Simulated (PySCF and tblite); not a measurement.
The numbers below are computed, except where a source is named.
**Rotation: stationary points, barriers and rates**

System: C₃H₃BrO₂, numbered as in [O:1]=[CH:2]/[C:3]([Br:4])=[CH:5]\[OH:6].

Motion: rotation about the C2–C3 bond (torsion O1–C2–C3–Br4 from -180° to 0°, rising). The path came from a restrained scan, a climbing-image band and a saddle search at GFN2-xTB; energies are BHandHLYP/pcSseg-1 + D3(BJ)//PBE0-D3(BJ)/def2-SVP, thermal terms GFN2-xTB. Rate constants are transition-state-theory values, counting equivalent paths, without tunnelling. Programs: tblite and PySCF.

```tsv
point	symmetry	E(GFN2) kcal/mol	E(DFT) kcal/mol	ZPE change kcal/mol	lowest mode cm⁻¹	dipole D
start	Cs	0.0	0.0	0.00	201	1.44
saddle	C1	15.7	19.0	-0.62	190i	2.18
end	Cs	9.2	10.7	-0.28	134	3.59
```

* Electronic barrier: 19.0 kcal/mol
* Barrier with zero-point energy: 18.3 kcal/mol
* ΔH‡ (298 K): 18.4 kcal/mol
* ΔS‡ (298 K, symmetry apart): 0.9 cal/(mol K)
* Paths: 2 equivalent paths
* End point: a different minimum
* Mean lifetime of the start against this motion at 298 K: 1.5 s
* Cost: 2.5 min on 1 thread of Arm Neoverse V1, shared host (rough), peak memory 0.8 GiB, launched as `OMP_NUM_THREADS=1 python ens_run.py task.json out`

| T/K | ΔG‡ kcal/mol | k s⁻¹ | ΔG kcal/mol | k back s⁻¹ |
| --- | --- | --- | --- | --- |
| 150 | 18.2 | 1.7×10⁻¹⁴ | 10.2 | 14 |
| 200 | 18.2 | 1.1×10⁻⁷ | 10.1 | 1.4×10⁴ |
| 250 | 18.1 | 0.0014 | 10.0 | 8.7×10⁵ |
| 298 | 18.1 | 0.67 | 9.9 | 1.3×10⁷ |
| 350 | 18.1 | 75 | 9.8 | 1×10⁸ |
| 400 | 18.1 | 2280 | 9.7 | 4.7×10⁸ |
| 500 | 18.0 | 2.8×10⁵ | 9.5 | 3.8×10⁹ |

ΔG and ΔG‡ leave out symmetry numbers and mirror images; rates count paths: 2 out, 2 back.

Spin–orbit effects of heavy atoms on shieldings are missing.
